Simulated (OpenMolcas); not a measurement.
Computed levels of 2s² 2p in ions with 5 electrons, in cm-1 above ²P°_1/2.

* Program: OpenMolcas
* Method: SS-CASPT2, IPEA 0.25 Eh, imaginary shift 0.1 Eh
* Basis: ANO-RCC-VTZP
* Scalar Hamiltonian: DKH2, point nucleus
* Spin-orbit coupling: RASSI with atomic mean-field integrals over the reference wave functions, term energies averaged over their components

Active space for each ion: 3 electrons in 4 orbitals (2s 2p); closed shells correlated by CASPT2: 1s.

```json
{"Level": "²P°_3/2", "N2+": "158", "O3+": "359", "Ne5+": "1241"}
```

Q: Estimate ²P°_3/2 for F4+ from its neighbours O3+ and Ne5+.

A: ²P°_3/2 is fine structure, which grows about as the fourth power of a screened charge, so the fourth roots are averaged: ((359^0.25 + 1241^0.25) / 2)^4 = 700. The calculation gives 701, so the estimate is off by -0.1 %; the measured value is 746 (Moore, Atomic Energy Levels, vol. I, NSRDS-NBS 35 (1971 reprint of NBS Circular 467, 1949)).

Measured partners are found by configuration, term and J. A level has none where our copy of the source lacks it or the pairing is in doubt (some pairs that miss far off the trend of their configuration count as doubtful), and it then counts in no deviation. Levels of configurations outside the active space are missing.

° marks odd parity.
